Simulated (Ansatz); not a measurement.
`C=C1N[SiH]1Cl` + H₂ → `C=C1N[SiH2]1` + HCl at 600 K and 1 bar (hydrogenolysis of the Si–Cl bond).

Computed with Ansatz on PBE0-D4/def2-TZVP structures; ΔE is electronic, products minus reactants. CCSD(T)/CBS adds triple-zeta CCSD(T) − MP2 to the extrapolated MP2 energy (def2 sets, frozen cores). This one scheme is used for every species.

```tsv
species	CCSD(T)/CBS energy (Eh)	H − E (kJ/mol)	S (J/(mol·K))
`C=C1N[SiH]1Cl`	-882.06220	205.5	413.0
H₂	-1.17544	43.9	150.8
`C=C1N[SiH2]1`	-422.82427	215.3	367.9
HCl	-460.38127	35.4	207.2
```

H − E and S are ideal-gas, rigid-rotor, harmonic terms from PBE0-D4/def2-TZVP, for one conformer and one mirror image of each species. The MP2-based limit puts H₂ 0.8 mEh under its directly extrapolated value; such offsets cancel only in part. 1 Eh = 2625.50 kJ/mol, R = 8.31446 J/(mol·K).

Question: By hand: ΔE, ΔH, ΔS and ΔG.

Answer: ΔE = (-422.82427) + (-460.38127) − (-882.06220) − (-1.17544) = 0.03210 Eh = 84.3 kJ/mol. Δ(H − E) = 215.3 + 35.4 − 205.5 − 43.9 = 1.3, so ΔH = 85.6 kJ/mol. ΔS = 367.9 + 207.2 − 413.0 − 150.8 = 11.3 J/(mol·K). ΔG = 85.6 − 600 × (11.3)/1000 = 78.8 kJ/mol.

Question: By hand: the equilibrium constant, and the temperature at which ΔG would vanish if ΔH and ΔS stayed fixed.

Answer: log₁₀ K = −ΔG/(RT ln 10) = -6.9. ΔG = 0 at ΔH/ΔS = 7575 K, far beyond where these terms or the molecules hold.

The number of gas molecules stays the same, so ΔS is small and ΔH decides. A doubt of 5 kJ/mol in ΔE shifts log₁₀ K by 0.4 here. Other conformers and mirror images would add mixing entropy, several J/(mol·K) or more a flexible species. These are equilibria of isolated gas molecules and say nothing of rates. Largest T1 diagnostic: 0.014 (customary marks: 0.02 for closed shells, 0.045 for open ones).
